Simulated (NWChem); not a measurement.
System: CHClF2OSi; SMILES O=C[Si](F)(F)Cl

Here is an NWChem input.

```
start job
memory heap 200 mb stack 900 mb global 1100 mb
geometry units angstroms noautosym nocenter noautoz
  O      1.053640    -2.208687    -0.000522
  C     -0.067274    -1.774675     0.001216
  Si    -0.417305     0.108629     0.000075
  F     -1.303906     0.478061     1.288313
  F     -1.303013     0.476691    -1.289165
  Cl     1.293257     1.187637     0.000008
  H     -0.954572    -2.465609     0.003518
end
basis spherical
  * library 6-311g**
end
dft
  xc xpbe96 cpbe96
  iterations 150
end
tddft
  cis
  ecut -98.0
  nroots 6
  notriplet
end
task tddft energy
```

Excerpt of the output:

```
             Northwest Computational Chemistry Package (NWChem) 7.3.0
             --------------------------------------------------------

                             Geometry "geometry" -> ""
                             -------------------------

 Output coordinates in angstroms (scale by  1.889725989 to convert to a.u.)

  No.       Tag          Charge          X              Y              Z
 ---- ---------------- ---------- -------------- -------------- --------------
    1 O                    8.0000     1.05364000    -2.20868700    -0.00052200
    2 C                    6.0000    -0.06727400    -1.77467500     0.00121600
    3 Si                  14.0000    -0.41730500     0.10862900     0.00007500
    4 F                    9.0000    -1.30390600     0.47806100     1.28831300
    5 F                    9.0000    -1.30301300     0.47669100    -1.28916500
    6 Cl                  17.0000     1.29325700     1.18763700     0.00000800
    7 H                    1.0000    -0.95457200    -2.46560900     0.00351800

 Effective nuclear repulsion energy (a.u.)     372.4898975414

  pbe96 is a nonlocal functional; adding pw91lda local functional.

                                 NWChem DFT Module
                                 -----------------

 Summary of "ao basis" -> "ao basis" (spherical)
 ------------------------------------------------------------------------------
       Tag                 Description            Shells   Functions and Types
 ---------------- ------------------------------  ------  ---------------------
 O                          6-311g**                 8       18   4s3p1d
 C                          6-311g**                 8       18   4s3p1d
 Si                         6-311g**                12       26   6s5p1d
 F                          6-311g**                 8       18   4s3p1d
 Cl                         6-311g**                12       26   6s5p1d
 H                          6-311g**                 4        6   3s1p

            General Information
            -------------------
          SCF calculation type: DFT
          Wavefunction type:  closed shell.
          No. of atoms     :     7
          No. of electrons :    64
           Alpha electrons :    32
            Beta electrons :    32
          Charge           :     0
          Spin multiplicity:     1
          Use of symmetry is: off; symmetry adaption is: off
          Maximum number of iterations: 150
          AO basis - number of functions:   130
                     number of shells:    60
          Convergence on energy requested:  1.00D-06
          Convergence on density requested:  1.00D-05
          Convergence on gradient requested:  5.00D-04

              XC Information
              --------------
          PerdewBurkeErnzerhof Exchange Functional  1.000
            Perdew 1991 LDA Correlation Functional  1.000 local
           PerdewBurkeErnz. Correlation Functional  1.000 non-local

             Grid Information
             ----------------
          Grid used for XC integration:  medium
          Radial quadrature: Mura-Knowles
          Angular quadrature: Lebedev.
          Tag              B.-S. Rad. Rad. Pts. Rad. Cut. Ang. Pts.
          ---              ---------- --------- --------- ---------
          O                   0.60       49          10.0       434
          C                   0.70       49          10.0       434
          Si                  1.10       88          10.0       590
          F                   0.50       49           9.0       434
          Cl                  1.00       88          12.0       590
          H                   0.35       45          12.0       434
          Grid pruning is: on
          Number of quadrature shells:   417
          Spatial weights used:  Erf1

      Superposition of Atomic Density Guess
      -------------------------------------

 Sum of atomic energies:       -1060.06848702

      Non-variational initial energy
      ------------------------------

 Total energy =   -1061.591840
 1-e energy   =   -2210.311363
 2-e energy   =     776.229626
 HOMO         =      -0.291108
 LUMO         =      -0.072286

   convergence    iter        energy       DeltaE   RMS-Dens  Diis-err
 ---------------- ----- ----------------- --------- --------- ---------
 d= 0,ls=0.0,diis     1  -1062.6864265140 -1.44D+03  1.83D-02  3.17D+00
 d= 0,ls=0.0,diis     2  -1061.6395262305  1.05D+00  1.41D-02  1.30D+01
 d= 0,ls=0.0,diis     3  -1062.8556566201 -1.22D+00  4.39D-03  6.75D-01
 d= 0,ls=0.0,diis     4  -1062.8732475806 -1.76D-02  2.68D-03  4.89D-01
 d= 0,ls=0.0,diis     5  -1062.9151660064 -4.19D-02  6.14D-04  1.52D-02
  Resetting Diis
 d= 0,ls=0.0,diis     6  -1062.9163114095 -1.15D-03  2.61D-04  1.43D-03
 d= 0,ls=0.0,diis     7  -1062.9164834420 -1.72D-04  1.43D-04  1.13D-04
 d= 0,ls=0.0,diis     8  -1062.9164488035  3.46D-05  8.62D-05  4.57D-04
 d= 0,ls=0.0,diis     9  -1062.9164931764 -4.44D-05  2.43D-05  3.93D-05
 d= 0,ls=0.0,diis    10  -1062.9164967251 -3.55D-06  5.87D-06  2.04D-06
 d= 0,ls=0.0,diis    11  -1062.9164969350 -2.10D-07  1.19D-06  7.97D-08

         Total DFT energy =    -1062.916496934970
      One electron energy =    -2212.073319987486
           Coulomb energy =      860.601060734528
    Exchange-Corr. energy =      -83.934135223450
 Nuclear repulsion energy =      372.489897541438

 Numeric. integr. density =       64.000001796043

                       DFT Final Molecular Orbital Analysis
                       ------------------------------------

 Vector   30  Occ=2.000000D+00  E=-3.240066D-01
              MO Center=  1.1D+00,  1.1D+00, -1.7D-04, r^2= 1.7D+00
   Bfn.  Coefficient  Atom+Function         Bfn.  Coefficient  Atom+Function
  ----- ------------  ---------------      ----- ------------  ---------------
   115      0.474894  6 Cl py               114     -0.315125  6 Cl px
   106     -0.282812  6 Cl py               118      0.261392  6 Cl py
   112      0.205795  6 Cl py               105      0.186500  6 Cl px
   117     -0.172496  6 Cl px               111     -0.135629  6 Cl px
    53      0.083832  3 Si py                28      0.081374  2 C  s

 Vector   31  Occ=2.000000D+00  E=-3.235480D-01
              MO Center=  1.0D+00,  1.1D+00,  1.4D-04, r^2= 1.9D+00
   Bfn.  Coefficient  Atom+Function         Bfn.  Coefficient  Atom+Function
  ----- ------------  ---------------      ----- ------------  ---------------
   116      0.561028  6 Cl pz               107     -0.332626  6 Cl pz
   119      0.305216  6 Cl pz               113      0.241702  6 Cl pz
    73     -0.109164  4 F  px                91      0.108982  5 F  px
    54      0.104005  3 Si pz                69     -0.096160  4 F  px
    87      0.095986  5 F  px               110     -0.081742  6 Cl pz

 Vector   32  Occ=2.000000D+00  E=-2.362262D-01
              MO Center=  4.3D-01, -1.8D+00,  3.3D-04, r^2= 2.3D+00
   Bfn.  Coefficient  Atom+Function         Bfn.  Coefficient  Atom+Function
  ----- ------------  ---------------      ----- ------------  ---------------
    12      0.363165  1 O  py                 8      0.346286  1 O  py
     4      0.243019  1 O  py                41     -0.227934  3 Si s
   126      0.212953  7 H  s                 53      0.178802  3 Si py
    42     -0.162601  3 Si s                127      0.160653  7 H  s
    28     -0.140985  2 C  s                 26     -0.124692  2 C  py

 Vector   33  Occ=0.000000D+00  E=-1.327466D-01
              MO Center=  2.0D-01, -1.6D+00,  6.3D-04, r^2= 2.1D+00
   Bfn.  Coefficient  Atom+Function         Bfn.  Coefficient  Atom+Function
  ----- ------------  ---------------      ----- ------------  ---------------
    31     -0.426914  2 C  pz                13      0.401393  1 O  pz
    27     -0.328118  2 C  pz                 9      0.291579  1 O  pz
     5      0.209794  1 O  pz                54     -0.210428  3 Si pz
    23     -0.196460  2 C  pz                57     -0.126414  3 Si pz
    72      0.101273  4 F  s                 90     -0.101534  5 F  s

 Vector   34  Occ=0.000000D+00  E=-2.798179D-02
              MO Center=  1.6D-01,  1.4D-01,  6.1D-06, r^2= 4.8D+00
   Bfn.  Coefficient  Atom+Function         Bfn.  Coefficient  Atom+Function
  ----- ------------  ---------------      ----- ------------  ---------------
    42      1.298487  3 Si s                 28     -0.626284  2 C  s
   127      0.555315  7 H  s                104     -0.551826  6 Cl s
   117      0.490622  6 Cl px                41      0.375265  3 Si s
    52      0.333373  3 Si px                29      0.309330  2 C  px
   118      0.286366  6 Cl py               114      0.264600  6 Cl px

 Vector   35  Occ=0.000000D+00  E=-6.129385D-04
              MO Center= -7.0D-01, -1.1D-01,  4.3D-04, r^2= 4.0D+00
   Bfn.  Coefficient  Atom+Function         Bfn.  Coefficient  Atom+Function
  ----- ------------  ---------------      ----- ------------  ---------------
    55      0.663974  3 Si px                52      0.460469  3 Si px
    10     -0.433658  1 O  s                 29      0.363291  2 C  px
    72      0.309995  4 F  s                 90      0.307988  5 F  s
   104     -0.278911  6 Cl s                 30     -0.238994  2 C  py
   118      0.221469  6 Cl py                56     -0.211359  3 Si py

     Multipole analysis of the density
     ---------------------------------

[...]

                                NWChem TDDFT Module
                                -------------------

            General Information
            -------------------
           No. of orbitals :     260
            Alpha orbitals :     130
             Beta orbitals :     130
        Alpha frozen cores :       0
         Beta frozen cores :       0
     Alpha frozen virtuals :       0
      Beta frozen virtuals :       0
         Spin multiplicity :       1
    Number of AO functions :     130
        Use of symmetry is : off
      Symmetry adaption is : off
         Schwarz screening :  0.10D-07

              XC Information
              --------------
   PerdewBurkeErnzerhof Exchange Functional   1.00
     Perdew 1991 LDA Correlation Functional   1.00 local
    PerdewBurkeErnz. Correlation Functional   1.00 non-local

             TDDFT Information
             -----------------
          Calculation type : Tamm-Dancoff TDDFT
         Wavefunction type : Restricted singlets
          No. of electrons :      64
           Alpha electrons :      32
            Beta electrons :      32
              No. of roots :       6
          Max subspacesize :    5200
            Max iterations :     100
               Target root :       1
           Target symmetry : none
             Energy Cutoff :-0.98D+02
      Symmetry restriction : off
                 Algorithm : Optimal
        Davidson threshold :  0.10D-03

    6 smallest eigenvalue differences (eV)
--------------------------------------------------------
  No. Spin  Occ  Vir  Irrep   E(Occ)    E(Vir)   E(Diff)
--------------------------------------------------------
    1    1    1   33 a      -100.720    -0.133  2737.115
    2    1    1   34 a      -100.720    -0.028  2739.966
    3    1    1   35 a      -100.720    -0.001  2740.710
    4    1    1   36 a      -100.720     0.031  2741.558
    5    1    1   37 a      -100.720     0.032  2741.611
    6    1    1   38 a      -100.720     0.090  2743.178
--------------------------------------------------------

  Entering Davidson iterations
  Restricted singlet excited states

  Iter   NTrls   NConv    DeltaV     DeltaE      Time
  ----  ------  ------  ---------  ---------  ---------
    1      6       0     0.11E+00   0.10+100       22.4
    2     12       4     0.32E-03   0.38E-03        7.0
    3     14       6     0.48E-04   0.42E-08        5.5
  ----  ------  ------  ---------  ---------  ---------
  Convergence criterion met

  Ground state a       -1062.916496934970 a.u.

  ----------------------------------------------------------------------------
  Root   1 singlet a            100.587226068 a.u.             2737.1189 eV
  ----------------------------------------------------------------------------
     Transition Moments    X  0.00000   Y  0.00000   Z -0.00129
     Dipole Oscillator Strength                    0.0001111667
     Electric Quadrupole                           0.0000946556
     Magnetic Dipole                               0.0001560189
     Total Oscillator Strength                     0.0003618412

     Occ.    1  a   ---  Virt.   33  a       -0.99999
  ----------------------------------------------------------------------------
  Root   2 singlet a            100.697379378 a.u.             2740.1163 eV
  ----------------------------------------------------------------------------
     Transition Moments    X  0.00451   Y  0.00289   Z  0.00000
     Dipole Oscillator Strength                    0.0019245958
     Electric Quadrupole                           0.0022544277
     Magnetic Dipole                               0.0000868643
     Total Oscillator Strength                     0.0042658879

     Occ.    1  a   ---  Virt.   34  a        0.99817
  ----------------------------------------------------------------------------
  Root   3 singlet a            100.720187681 a.u.             2740.7369 eV
  ----------------------------------------------------------------------------
     Transition Moments    X  0.00076   Y -0.00282   Z -0.00001
     Dipole Oscillator Strength                    0.0005748324
     Electric Quadrupole                           0.0005402635
     Magnetic Dipole                               0.0006711048
     Total Oscillator Strength                     0.0017862008

     Occ.    1  a   ---  Virt.   35  a       -0.99893
  ----------------------------------------------------------------------------
  Root   4 singlet a            100.751489920 a.u.             2741.5887 eV
  ----------------------------------------------------------------------------
     Transition Moments    X  0.00214   Y -0.00076   Z  0.00001
     Dipole Oscillator Strength                    0.0003458862
     Electric Quadrupole                           0.0002857871
     Magnetic Dipole                               0.0003722412
     Total Oscillator Strength                     0.0010039145

     Occ.    1  a   ---  Virt.   36  a        0.99927
  ----------------------------------------------------------------------------
  Root   5 singlet a            100.753514874 a.u.             2741.6438 eV
  ----------------------------------------------------------------------------
     Transition Moments    X  0.00001   Y  0.00001   Z -0.00372
     Dipole Oscillator Strength                    0.0009282068
     Electric Quadrupole                           0.0007935655
     Magnetic Dipole                               0.0013068843
     Total Oscillator Strength                     0.0030286566

     Occ.    1  a   ---  Virt.   37  a        0.99994
  ----------------------------------------------------------------------------
  Root   6 singlet a            100.810379407 a.u.             2743.1912 eV
  ----------------------------------------------------------------------------
     Transition Moments    X  0.00053   Y -0.00223   Z -0.00000
     Dipole Oscillator Strength                    0.0003530645
     Electric Quadrupole                           0.0003545029
     Magnetic Dipole                               0.0003791058
     Total Oscillator Strength                     0.0010866731

     Occ.    1  a   ---  Virt.   38  a        0.99990

              Target root =      1
          Target symmetry = none
      Ground state energy =  -1062.916496934970
        Excitation energy =    100.587226068183
     Excited state energy =   -962.329270866787

  stored tddft:energy   -962.32927086678728
```

Level: PBE/6-311G** (spherical d), restricted-window TDA. Geometry: optimised at PBE0/def2-SVP. The quadrupole and magnetic terms of the printed total strengths depend on the origin.
